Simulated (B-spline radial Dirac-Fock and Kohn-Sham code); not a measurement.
What relativity does to the binding energies of La¹⁹⁺

System: lanthanum as La¹⁹⁺, configuration [Kr] 4d2.

Both columns are ΔSCF binding energies of the configuration average from a radial finite-basis atomic code: non-relativistic Hartree-Fock with a point nucleus, and Dirac-Fock with a finite nucleus and the Coulomb interaction alone, averaged over the two j levels with weights 2j+1.

```tsv
shell	Hartree-Fock (eV)	Dirac-Fock (eV)	shift (eV)	shift (%)
1s	37778.3	39589.1	+1810.86	+4.79
2s	6346.9	6802.8	+455.91	+7.18
2p	6008.3	6147.8	+139.47	+2.32
3s	1759.1	1862.9	+103.80	+5.90
3p	1613.1	1647.9	+34.78	+2.16
3d	1344.5	1333.9	-10.53	-0.78
4s	688.5	716.4	+27.90	+4.05
4p	626.3	635.7	+9.37	+1.50
4d	531.1	529.0	-2.07	-0.39
```

Relativity binds 1s, 2s, 2p, 3s, 3p, 4s, 4p more strongly, among those listed most of all 2s in relative terms, and 3d, 4d more weakly, because the contracted s and p shells screen the nucleus better.

Values without a named source are computed, but for edge energies of neutral atoms, which are taken from tables.
